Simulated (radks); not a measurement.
Task: Radial electron density D(r) = 4 pi r^2 rho(r) of an atom or ion with 32 electrons. All-electron calculation, Dirac Kohn-Sham, PBE, spin-unpolarised, spherical densities, point nucleus. Program: a radial shooting solver on a logarithmic mesh with Libxc functionals.

```
   r/bohr * D(r) (the largest magnitude, 45.6, reaches the edge; | marks zero)
  0.00728 |            *
 0.009632 |                  *
  0.01264 |                         *
  0.01673 |                                  *
  0.02213 |                                         *
  0.02929 |                                              *
  0.03875 |                                              *
  0.05127 |                                         *
  0.06784 |                                     *
  0.08904 |                                         *
   0.1178 |                                                  *
   0.1559 |                                                      *
   0.2062 |                                            *
   0.2729 |                              *
   0.3611 |                           *
   0.4777 |                                 *
   0.6271 |                              *
   0.8297 |                  *
    1.098 |        *
    1.453 |   *
    1.922 |  *
    2.543 | *
    3.365 |*
    4.416 *
    5.843 *
    7.732 *
    10.23 *
```

What is the nuclear charge?

Result: Z = 32. The innermost maximum, from 1s, lies near gamma/Z bohr with gamma = sqrt(1 - (Z/c)^2) = 0.972, here 0.0304 bohr (found: 0.0328), and its height grows with Z. The density is that of neutral germanium in [Ar] 3d10 4s2 4p2; the configuration itself is not fixed sharply by these data, and Z only to about a unit. D(r) has 3 maxima, at r = 0.0328, 0.149, 0.518 bohr, and minima at 0.0695, 0.325 bohr, inside which lie 2.09, 10.95 electrons.
